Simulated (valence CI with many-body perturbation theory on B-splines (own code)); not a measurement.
# Ir⁵⁴⁺: E2, M1 decay

Method: configuration interaction combined with many-body perturbation theory (CI+MBPT): five valence electrons over a frozen Dirac-Fock core [Ar], a basis of 7 s, 7 p, 8 d, 6 f, 4 g, 1 h functions for each j, with the one-electron correlation potential Σ1, the two-electron term Σ2, the three-electron term Σ3, Breit, model QED; selected CI, second order for the rest (own B-spline code, finite nucleus).

The last digits are not significant, and no measured levels were compared; by estimate large intervals hold to a few tenths of a per cent, small ones and those within an open d or f shell to about a per cent. Among the levels kept, up to 250 cm⁻¹ of a level comes from second order outside the variational space, and about a tenth of that is noise between levels of different J, which matters for small intervals. The list stops below the first excitations out of the core. Only levels of the ground parity were solved; by the run's estimate the other parity begins above the list, which can be wrong where configurations are misplaced.

Lines 1 to 50 of 100 in falling wavelength, among levels below 262.73 eV, chosen from the decays that carry over 1 % of a level's rate. Wavelengths and rates use the calculated energies. Electric multipoles are in the length gauge, E1 and E2 with the static RPA response of the core. S is in atomic units (e²a₀⁴ for E2 and M2, e²a₀⁶ for E3), for M1 in squared Bohr magnetons. Weak lines are less certain than strong ones. Lines between different terms over intervals too small for the method are left out, as are lines whose strength nearly cancels. The highest levels of a list are the least certain.

Levels are named by their leading jj configuration (3d3/2^4 stands for four electrons in 3d with j = 3/2), which in mixed levels can hold well under half, so a name can repeat and another be missing. Letters in brackets count levels of one name in rising energy.

```tsv
λ vac (nm)	Upper	Lower	Type	A (s⁻¹)	S (a.u.)
1052	(3d3/2^3 3d5/2^2) J=11/2	(3d3/2^3 3d5/2^2) J=7/2 [a]	E2	8.25e-09	1.14e-05
203.2	(3d3/2^3 3d5/2^2) J=9/2	(3d3/2^3 3d5/2^2) J=11/2	M1	9.21e+02	2.86e+00
170.3	(3d3/2^3 3d5/2^2) J=9/2	(3d3/2^3 3d5/2^2) J=7/2 [a]	M1	1.75e+03	3.20e+00
133.3	(3d3/2^3 3d5/2^2) J=5/2 [b]	(3d3/2^3 3d5/2^2) J=3/2 [a]	M1	2.83e+03	1.49e+00
91.29	(3d3/2^3 3d5/2^2) J=1/2	(3d3/2^3 3d5/2^2) J=3/2 [a]	M1	2.65e+04	1.49e+00
77.49	(3d3/2^3 3d5/2^2) J=7/2 [b]	(3d3/2^3 3d5/2^2) J=7/2 [a]	M1	4.37e+03	6.03e-01
58.56	(3d3/2^2 3d5/2^3) J=9/2 [c]	(3d3/2^2 3d5/2^3) J=9/2 [b]	M1	2.97e+04	2.21e+00
53.31	(3d3/2^3 3d5/2^2) J=3/2 [b]	(3d3/2^3 3d5/2^2) J=5/2 [b]	M1	1.31e+04	2.94e-01
52.81	(3d3/2^3 3d5/2^2) J=5/2 [b]	(3d3/2^3 3d5/2^2) J=5/2 [a]	M1	4.59e+04	1.50e+00
38.23	(3d3/2^2 3d5/2^3) J=3/2 [c]	(3d3/2^2 3d5/2^3) J=5/2 [c]	M1	6.64e+04	5.50e-01
38.08	(3d3/2^3 3d5/2^2) J=3/2 [b]	(3d3/2^3 3d5/2^2) J=3/2 [a]	M1	3.52e+04	2.89e-01
26.53	(3d3/2^3 3d5/2^2) J=3/2 [b]	(3d3/2^3 3d5/2^2) J=5/2 [a]	M1	2.67e+04	7.39e-02
26.29	(3d3/2^2 3d5/2^3) J=5/2 [d]	(3d3/2^2 3d5/2^3) J=5/2 [b]	M1	1.22e+05	4.92e-01
22.99	(3d3/2^2 3d5/2^3) J=1/2 [a]	(3d3/2^3 3d5/2^2) J=3/2 [b]	M1	6.02e+05	5.42e-01
22.49	(3d3/2^2 3d5/2^3) J=3/2 [a]	(3d3/2^3 3d5/2^2) J=3/2 [b]	M1	2.08e+05	3.51e-01
22.08	(3d3/2^2 3d5/2^3) J=5/2 [b]	(3d3/2^3 3d5/2^2) J=3/2 [b]	M1	3.15e+05	7.54e-01
21.63	(3d3/2^2 3d5/2^3) J=5/2 [d]	(3d3/2^2 3d5/2^3) J=7/2 [a]	M1	1.34e+05	3.01e-01
18.59	(3d3/2^2 3d5/2^3) J=5/2 [c]	(3d3/2^3 3d5/2^2) J=3/2 [b]	M1	1.57e+06	2.24e+00
18.54	(3d3/2^2 3d5/2^3) J=3/2 [b]	(3d3/2^3 3d5/2^2) J=3/2 [b]	M1	4.16e+04	3.93e-02
18.48	(3d3/2^2 3d5/2^3) J=9/2 [a]	(3d3/2^3 3d5/2^2) J=7/2 [b]	M1	5.36e+05	1.25e+00
17.90	(3d3/2^2 3d5/2^3) J=7/2 [a]	(3d3/2^3 3d5/2^2) J=5/2 [b]	M1	1.11e+06	1.88e+00
17.89	(3d3/2^2 3d5/2^3) J=5/2 [a]	(3d3/2^3 3d5/2^2) J=3/2 [a]	M1	2.63e+05	3.35e-01
17.36	(3d3/2^2 3d5/2^3) J=5/2 [a]	(3d3/2^3 3d5/2^2) J=7/2 [a]	M1	9.13e+05	1.06e+00
17.08	(3d3/2^3 3d5/2^2) J=5/2 [a]	(3d3/2^4 3d5/2) J=5/2	M1	6.43e+06	7.12e+00
17.01	(3d3/2^2 3d5/2^3) J=1/2 [a]	(3d3/2^3 3d5/2^2) J=1/2	M1	2.60e+06	9.50e-01
16.89	(3d3/2^2 3d5/2^3) J=7/2 [a]	(3d3/2^3 3d5/2^2) J=9/2	M1	1.69e+06	2.41e+00
16.84	(3d3/2^2 3d5/2^3) J=1/2 [b]	(3d3/2^3 3d5/2^2) J=3/2 [b]	M1	1.54e+05	5.45e-02
16.84	(3d3/2^2 3d5/2^3) J=11/2	(3d3/2^3 3d5/2^2) J=9/2	M1	6.86e+05	1.46e+00
16.81	(3d3/2 3d5/2^4) J=7/2	(3d3/2^2 3d5/2^3) J=5/2 [c]	M1	1.07e+06	1.50e+00
16.73	(3d3/2^2 3d5/2^3) J=3/2 [a]	(3d3/2^3 3d5/2^2) J=1/2	M1	6.04e+05	4.20e-01
16.57	(3d3/2^2 3d5/2^3) J=5/2 [b]	(3d3/2^3 3d5/2^2) J=7/2 [b]	M1	6.56e+05	6.63e-01
16.37	(3d3/2 3d5/2^4) J=5/2	(3d3/2^2 3d5/2^3) J=3/2 [a]	M1	1.39e+06	1.36e+00
16.35	(3d3/2^2 3d5/2^3) J=9/2 [a]	(3d3/2^3 3d5/2^2) J=9/2	M1	5.83e+04	9.45e-02
15.82	(3d3/2^2 3d5/2^3) J=3/2 [a]	(3d3/2^3 3d5/2^2) J=5/2 [b]	M1	2.22e+06	1.30e+00
15.73	(3d3/2 3d5/2^4) J=7/2	(3d3/2^2 3d5/2^3) J=9/2 [b]	M1	1.04e+06	1.20e+00
15.61	(3d3/2^2 3d5/2^3) J=5/2 [b]	(3d3/2^3 3d5/2^2) J=5/2 [b]	M1	2.51e+06	2.12e+00
15.55	(3d3/2^2 3d5/2^3) J=11/2	(3d3/2^3 3d5/2^2) J=11/2	M1	4.24e+06	7.09e+00
15.46	(3d3/2 3d5/2^4) J=11/2	(3d3/2^2 3d5/2^3) J=9/2 [b]	M1	9.52e+05	1.57e+00
15.44	(3d3/2^2 3d5/2^3) J=9/2 [b]	(3d3/2^3 3d5/2^2) J=7/2 [b]	M1	7.33e+05	9.99e-01
15.37	(3d3/2^2 3d5/2^3) J=7/2 [a]	(3d3/2^3 3d5/2^2) J=7/2 [a]	M1	2.62e+06	2.82e+00
15.13	(3d3/2^2 3d5/2^3) J=9/2 [a]	(3d3/2^3 3d5/2^2) J=11/2	M1	1.70e+06	2.18e+00
14.96	(3d3/2^2 3d5/2^3) J=7/2 [b]	(3d3/2^3 3d5/2^2) J=7/2 [b]	M1	7.92e+05	7.87e-01
14.92	(3d3/2^2 3d5/2^3) J=9/2 [a]	(3d3/2^3 3d5/2^2) J=7/2 [a]	M1	2.61e+06	3.22e+00
14.85	(3d3/2^2 3d5/2^3) J=5/2 [a]	(3d3/2^3 3d5/2^2) J=5/2 [a]	M1	1.18e+07	8.63e+00
14.71	(3d3/2 3d5/2^4) J=7/2	(3d3/2^2 3d5/2^3) J=5/2 [b]	M1	2.15e+06	2.03e+00
14.64	(3d3/2^3 3d5/2^2) J=7/2 [a]	(3d3/2^4 3d5/2) J=5/2	M1	2.93e+06	2.73e+00
14.61	(3d3/2 3d5/2^4) J=5/2	(3d3/2^2 3d5/2^3) J=7/2 [a]	M1	3.18e+06	2.20e+00
14.60	(3d3/2^2 3d5/2^3) J=13/2	(3d3/2^3 3d5/2^2) J=11/2	M1	9.42e+05	1.52e+00
14.52	(3d3/2^2 3d5/2^3) J=5/2 [c]	(3d3/2^3 3d5/2^2) J=7/2 [b]	M1	2.78e+06	1.89e+00
14.44	(3d3/2^2 3d5/2^3) J=3/2 [b]	(3d3/2^3 3d5/2^2) J=1/2	M1	4.64e+05	2.07e-01
```
